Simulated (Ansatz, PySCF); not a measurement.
This triplet is an excited state, 1.77 eV above the relaxed singlet at the level B3LYP/cc-pVTZ // PBE0-D3(BJ)/def2-TZVP (Ansatz, an electronic-structure program).

Cartesian coordinates (Å):
SMILES: C(=C)[Si]F
```xyz
7

C     -0.9725     0.2241    -0.0319
C      0.0338    -0.5913     0.3432
Si     1.7841    -0.2948    -0.0097
F      2.1310     1.0415    -0.8287
H     -2.0011    -0.0166     0.2146
H     -0.8015     1.1394    -0.5861
H     -0.1739    -1.5023     0.8987
```
Charge 0, spin multiplicity 3.

**Question.** Give the dipole moment, total energy and highest occupied spin orbital at the level PBE-D3(BJ)/def2-TZVP // PBE0-D3(BJ)/def2-TZVP (PySCF).

**Answer.** 
```yaml
dipole_moment: 1.16 D
total_energy: -12708.45 eV
highest_occupied_spin_orbital: -4.01 eV
```
